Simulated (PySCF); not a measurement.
## The halides of beryllium, BeF₂ to BeI₂

Level: PBE0 in the def2-TZVP basis family, computed in PySCF with density fitting; scalar-relativistic core potentials for atoms from Rb on, none lighter, no spin–orbit coupling; open shells unrestricted.

Each entry is the lowest minimum that a search over a few typed start shapes (and spin states, where more than one is plausible) found, or that minimum re-optimised at the stated level; isomers with ligand–ligand bonds, or fragments after loss of a ligand pair, can lie lower.

```
molecule  2S+1  point group  mean bond to Be (Å)  polar-tensor charge of Be  distinct angles (°)  atomisation (kJ/mol)
    BeF₂     1          D∞h                1.378                       1.30                  180                  1247
   BeCl₂     ?            ?                    ?                          ?                    ?                     ?
   BeBr₂     1          D∞h                1.953                       0.94                  180                   822
    BeI₂     1          D∞h                2.162                       0.83                  180                   682
```

(1) Fill in the row of BeCl₂.

Results:

(1) 2S+1: 1; point group: D∞h; mean bond to Be (Å): 1.801; polar-tensor charge of Be: 1.04; distinct angles (°): 180; atomisation (kJ/mol): 938.

The bond lengthens at every step; the largest change, 0.423 Å, falls between BeF₂ and BeCl₂ among the members listed.

Left out of the table are members whose search was unfinished or whose lowest solution was spin-contaminated, unstable, very soft or bonded differently.
